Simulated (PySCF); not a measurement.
Simulation results for B₂H₄NSi, Al₂BH₃N, FH₅NSi₂, CH₄AlBN and others

All values are calculated (PySCF 2.14.0). Calculation on a computer-drawn molecule: optimised geometry and harmonic frequencies of an isolated molecule of the commonest isotopes, restricted reference for singlets and unrestricted otherwise, frozen core in MP2.

Common to all runs: basis cc-pV(D+d)Z.

(1) B₂H₄NSi

Start structure:
```xyz
8
B2H4NSi
B      2.0354     0.2272    -0.3856
B      0.6906     0.1025     0.3994
N      0.0577     0.6970     1.4531
Si    -0.6533     1.4240     2.6591
H      2.9391     0.0771    -1.1811
H      0.1221    -0.8926    -0.0561
H     -0.5149     1.0166     4.0969
H     -1.6884     2.4054     2.5293
```

Settings of this run: charge 0, multiplicity 2 and method HF.

The calculation gives: rotational constants 31.05, 2.718, 2.584 GHz; total energy -395.0004 hartree; spin squared 0.7775; convergence status largest gradient component 1.587e-05 hartree/bohr.

Drawn bonds:
```tsv
atom	other atom	order
1	2	1
2	3	1
3	4	2
1	5	1
2	6	1
4	7	1
4	8	1
```

Optimised structure:
```xyz
8
B2H4NSi
B      2.1050     0.1047    -0.2160
B      0.5766    -0.1647     0.3879
N      0.0120     0.5797     1.4255
Si    -0.6125     1.3883     2.5965
H      2.8252     0.6140    -1.0161
H     -0.0415    -1.0952    -0.0831
H     -0.4235     1.0508     4.0152
H     -1.4530     2.5795     2.4051
```

Modes:
```tsv
frequency (cm⁻¹)	reduced mass (dalton)
114.8	2.971
132.3	3.541
278.4	1.129
336.7	2.22
360.1	1.629
630.4	1.866
703.1	1.176
748.7	1.231
782.4	3.116
864.4	1.712
930.2	1.967
1068	1.087
1184	1.891
1578	10.91
2369	1.054
2370	1.03
2596	1.088
2800	1.103
```

(2) Al₂BH₃N

Start structure:
```xyz
7
Al2BH3N
B     -2.4969     0.1407    -3.5706
Al    -1.2127     0.5894    -2.0298
N     -0.1523     0.9508    -0.7246
Al     0.9352     1.3477     0.6529
H     -3.6245     0.3780    -3.6295
H     -2.0604    -0.4242    -4.5788
H      1.7876     1.7087     1.7990
```

Settings of this run: charge 1, multiplicity 1 and method HF.

It finds rotational constants 230.7, 1.521, 1.511 GHz; total energy -564.4751 hartree; convergence status largest gradient component 3.569e-05 hartree/bohr.

Drawn bonds:
```tsv
atom	other atom	order
1	2	1
2	3	2
3	4	1
1	5	1
1	6	1
4	7	1
```

Optimised structure:
```xyz
7
Al2BH3N
B     -2.4752     0.1190    -3.6207
Al    -1.1708     0.5973    -1.9722
N     -0.1577     0.9684    -0.6950
Al     0.8463     1.3394     0.5743
H     -3.6259     0.4151    -3.5482
H     -2.0200    -0.4320    -4.5728
H      1.7793     1.6838     1.7532
```

Modes:
```tsv
frequency (cm⁻¹)	reduced mass (dalton)
78.12	4.129
80.86	4.616
182.4	5.576
192	7.268
450.3	5.798
475.8	1.199
476	1.201
638.1	1.249
719.1	13.88
901.1	1.305
1207	1.112
1352	13.07
2162	1.052
2735	1.045
2855	1.131
```

(3) FH₅NSi₂

Start structure:
```xyz
9
FH5NSi2
N      1.1180     1.3235     0.0301
Si    -0.4598     0.9769     0.5450
F     -0.9743     0.2783    -0.9285
Si    -0.6374    -0.5333     2.1681
H      1.4214     1.3464    -0.9486
H      1.7453     1.8324     0.6166
H     -0.0642    -1.8908     2.1924
H     -2.0849    -0.7588     2.4019
H     -0.1309     0.0340     3.3858
```

Here we set charge 0, multiplicity 2 and method HF.

Results for FH₅NSi₂: rotational constants 6.53, 2.724, 2.103 GHz; total energy -734.7227 hartree; spin squared 0.762; convergence status largest gradient component 8.686e-06 hartree/bohr.

Drawn bonds:
```tsv
atom	other atom	order
1	2	1
2	3	1
2	4	1
1	5	1
1	6	1
4	7	1
4	8	1
4	9	1
```

Optimised structure:
```xyz
9
FH5NSi2
N      1.1773     1.2808     0.0600
Si    -0.4715     0.9468     0.4029
F     -0.9983     0.2088    -0.9500
Si    -0.7008    -0.5477     2.2408
H      1.4701     1.3667    -0.8966
H      1.7135     1.8832     0.6558
H     -0.0611    -1.8623     1.9913
H     -2.1379    -0.7519     2.5381
H     -0.0580     0.0842     3.4204
```

Modes:
```tsv
frequency (cm⁻¹)	reduced mass (dalton)
69.31	1.407
108.1	1.093
171	1.969
195.1	4.591
292.3	3.608
395.8	1.425
417.4	3.93
550.1	1.25
570.5	1.339
800.3	2.236
881.8	2.779
903.4	3.82
979.3	1.187
1018	1.039
1020	1.041
1677	1.115
2294	1.04
2300	1.04
2310	1.04
3766	1.051
3865	1.096
```

(4) CH₄AlBN

Start structure:
```xyz
8
CH4AlBN
C     -1.3049    -2.0153    -0.0837
B     -1.2314    -0.7600    -0.6795
N     -1.1414     0.4660    -1.2377
Al    -0.0097     1.8612    -1.1850
H     -0.9243    -2.9691    -0.4926
H     -1.7711    -2.2152     0.9395
H     -2.0096     0.6820    -1.8044
H      1.4116     1.8545    -0.2645
```

Settings of this run: charge 0, multiplicity 2 and method HF.

Results for CH₄AlBN: rotational constants 25.72, 2.77, 2.544 GHz; total energy -361.2453 hartree; spin squared 0.7554; convergence status largest gradient component 1.42e-05 hartree/bohr.

Drawn bonds:
```tsv
atom	other atom	order
1	2	2
2	3	1
3	4	1
1	5	1
1	6	1
3	7	1
4	8	1
```

Optimised structure:
```xyz
8
CH4AlBN
C     -1.2282    -1.9463    -0.0432
B     -1.2624    -0.7105    -0.6827
N     -1.2653     0.5237    -1.3014
Al     0.0238     1.8012    -1.1350
H     -0.7672    -2.8148    -0.4994
H     -1.6652    -2.0959     0.9373
H     -2.0657     0.6955    -1.8868
H      1.2494     1.4513    -0.1967
```

Modes:
```tsv
frequency (cm⁻¹)	reduced mass (dalton)
139.4	4.246
183.2	1.429
301.5	1.032
379.8	2.067
446.6	3.844
615.3	1.567
717.6	3.345
735.7	1.097
764.4	1.278
860.3	1.972
999.9	3.182
1289	1.312
1461	1.182
1820	8.267
1953	1.048
3301	1.061
3381	1.11
3761	1.074
```

(5) Al₃H₂O

Start structure:
```xyz
6
Al3H2O
O      0.5810     3.6779     0.1496
Al     0.2252     2.3867    -0.6649
Al     0.1624     0.0434    -1.7671
Al     2.2495    -1.5829    -1.1479
H     -0.8041    -0.7073    -2.7351
H      3.4352    -2.5394    -0.8104
```

Here we set charge 1, multiplicity 1 and method MP2.

Drawn bonds:
```tsv
atom	other atom	order
1	2	2
2	3	1
3	4	1
3	5	1
4	6	1
```

**Q.** Al₃H₂O (entry 5): total energy?
**A.** -801.8464 hartree

Further results for Al₃H₂O (entry 5):

- rotational constants: 7.231, 1.138, 0.9834 GHz
- convergence status largest gradient component: 5.795e-06 hartree/bohr

Optimised structure:
```xyz
6
Al3H2O
O      0.6203     3.7033     0.1872
Al     0.2226     2.3705    -0.6746
Al     0.1431     0.0382    -1.7821
Al     2.2292    -1.5735    -1.1567
H     -0.7996    -0.7511    -2.7516
H      3.4335    -2.5090    -0.7980
```

Modes:
```tsv
frequency (cm⁻¹)	reduced mass (dalton)
38.33	10.22
92.98	8.575
135.1	10.62
268.4	10.2
318.8	1.088
333.2	2.352
358.1	1.933
385.3	1.239
543.4	1.108
1010	19.12
2027	1.044
2035	1.046
```
